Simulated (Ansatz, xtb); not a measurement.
C4H2ClN3: 9 structures ranked

9 gas-phase structures of C4H2ClN3, from a drawn sample of its isomers (lower ones may exist). Each was relaxed with GFN2-xTB:

A. `N#Cn1cc(Cl)cn1`, a singlet
B. `N#Cn1nccc1Cl`, a singlet
C. `N#Cn1ccc(Cl)n1`, a singlet
D. `N#Cc1cn[nH]c1Cl`, a singlet
E. `N#Cc1cc(Cl)n[nH]1`, a singlet
F. `N#Cc1n[nH]cc1Cl`, a singlet
G. `N#Cc1cc(Cl)[nH]n1`, a singlet
H. `N#Cc1c[nH]nc1Cl`, a singlet
I. `N#Cc1[nH]ncc1Cl`, a singlet

Question: Estimate their order in r2SCAN-D4/def2-SVP energy at these geometries, lowest first.

Answer: Calculated order at r2SCAN-D4/def2-SVP: H (0.0), D (4.1), E (7.9), G (11.8), I (13.7), F (15.0), C (76.8), B (82.6), A (85.3) kJ/mol. Less than 1 kcal/mol parts H and D; D and E; E and G; G and I; I and F; B and A, so the order within those pairs means little.

Energies above the lowest of each column, in kJ/mol; the last columns are at B3LYP/def2-SVP geometries and were run for some of them only (a dash: not run or not comparable):

```
structure  GFN2-xTB  HF/STO-3G  r2SCAN-D4/def2-SVP  B3LYP/def2-SVP  CCSD(T)/def2-SVP + ΔMP2/def2-TZVPP
        H       6.0        0.0                 0.0             0.0                                 0.0
        D       5.4        4.4                 4.1             4.0                                 3.9
        E       9.6        8.4                 7.9             7.8                                 9.0
        G      12.2        7.1                11.8            10.1                                 9.3
        I      10.5       12.7                13.7            14.2                                15.5
        F      14.4        7.7                15.0            13.9                                13.0
        C       0.0       59.3                76.8               –                                   –
        B       4.4       65.6                82.6               –                                   –
        A       3.3       60.7                85.3               –                                   –
```

CCSD(T)/def2-SVP + ΔMP2/def2-TZVPP puts H lowest of those it was run on, with D within 1 kcal/mol; GFN2-xTB picks C. CCSD(T)/def2-SVP + ΔMP2/def2-TZVPP orders those it was run on as H (0.0), D (3.9), E (9.0), G (9.3), F (13.0), I (15.5) kJ/mol. Less than 1 kcal/mol parts H and D; E and G; G and F; F and I, so the order within those pairs means little. Frequencies (GFN2-xTB) were run for D, E, F, G, H, I alone. ΔMP2 is the change of the MP2 energy from the smaller to the larger basis.

Over these structures GFN2-xTB departs from r2SCAN-D4/def2-SVP by 35.5 kJ/mol on average once a common shift is removed. A GFN2-xTB relaxation took about 0.083 s and the r2SCAN-D4/def2-SVP energy about 3.6 s on a shared host (Ansatz 0.2.0, xtb 6.7.1).
